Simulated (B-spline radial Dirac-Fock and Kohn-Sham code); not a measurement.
EELS cross sections of the Au M1 edge

System: the free gold atom, configuration [Xe] 4f14 5d10 6s1. The computed values come from an atomic code on a B-spline grid: the first Born approximation with generalised oscillator strengths from a Dirac-Hartree-Slater potential (longitudinal and transverse terms; continuum final states only, so no white lines or fine structure). The edge is taken at 3425.0 eV (tabulated value).

Partial cross sections σ(β, Δ) in barn, integrated over a window Δ above the edge and up to the collection semi-angle β, for parallel illumination:

```
E₀ (kV)  β (mrad)  Δ = 25 eV  Δ = 50 eV  Δ = 100 eV  Δ = 200 eV  Δ = 300 eV
     60        10      0.200      0.387       0.750        1.41        2.01
     60        20      0.707       1.37        2.67        5.05        7.18
     60       100       5.03       10.2        20.5        39.9        57.6
     80        20      0.882       1.71        3.32        6.29        8.97
     80        50       2.80       5.52        10.8        20.8        29.9
    100        20       1.02       1.98        3.85        7.31        10.4
    100        50       2.86       5.65        11.1        21.4        30.8
    100       100          ?          ?           ?           ?           ?
    120        10      0.393      0.757        1.47        2.77        3.94
    120        20       1.14       2.20        4.29        8.15        11.6
    200        10      0.620       1.20        2.32        4.39        6.26
    200        20       1.44       2.79        5.44        10.4        14.9
    300        20       1.66       3.23        6.31        12.1        17.4
    300        50       2.85       5.77        11.6        22.6        32.8
```

**Question.** Give the row for 100 kV and 100 mrad.

**Answer.** 4.58 b for 25 eV, 9.45 b for 50 eV, 19.2 b for 100 eV, 37.7 b for 200 eV, 54.7 b for 300 eV.
